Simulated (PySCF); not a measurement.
# Electronic structure of F (fluorine, neutral) at the UHF level

Configuration: [He] 2s2 2p5, 2P determinant. All numbers are calculated (PySCF 2.14, no relativity, point nucleus, in aug-cc-pVDZ).

- Total energy: -99.381092 hartree
- One-electron energy: -139.1264 hartree
- Hartree (Coulomb) energy: 49.7706 hartree
- Exchange energy: -10.0253 hartree
- Kinetic energy: 99.32315 hartree
- ⟨S²⟩: 0.7536
- ⟨L²⟩: 2.010
- Sum of ⟨r⟩: 7.809 bohr
- Sum of ⟨r²⟩: 10.34 bohr²
- Traceless quadrupole moment −½Σ⟨3z² − r²⟩ along its main axis: 0.711 e·bohr²
- Density at the nucleus (Gaussians lack the cusp): 429 bohr⁻³
- Spin density at the nucleus: 0.240 bohr⁻³
- Langevin diamagnetic susceptibility: -8.19 ×10⁻⁶ cm³/mol
- Time after the integrals: 0.06 s of wall time on 1 thread of Intel(R) Xeon(R) Platinum 8488C (shared host)

```json
{"shell": "1s α", "electrons": "1", "mean orbital energy (hartree)": "-26.42453", "spread (hartree)": "0", "rms radius, mean of both spins (bohr)": "0.204"}
{"shell": "1s β", "electrons": "1", "mean orbital energy (hartree)": "-26.37523", "spread (hartree)": "0", "rms radius, mean of both spins (bohr)": "0.204"}
{"shell": "2s α", "electrons": "1", "mean orbital energy (hartree)": "-1.67913", "spread (hartree)": "0", "rms radius, mean of both spins (bohr)": "1.11"}
{"shell": "2s β", "electrons": "1", "mean orbital energy (hartree)": "-1.48507", "spread (hartree)": "0", "rms radius, mean of both spins (bohr)": "1.11"}
{"shell": "2p α", "electrons": "3", "mean orbital energy (hartree)": "-0.77036", "spread (hartree)": "0.11151", "rms radius, mean of both spins (bohr)": "1.25"}
{"shell": "2p β", "electrons": "2", "mean orbital energy (hartree)": "-0.68037", "spread (hartree)": "0", "rms radius, mean of both spins (bohr)": "1.25"}
```
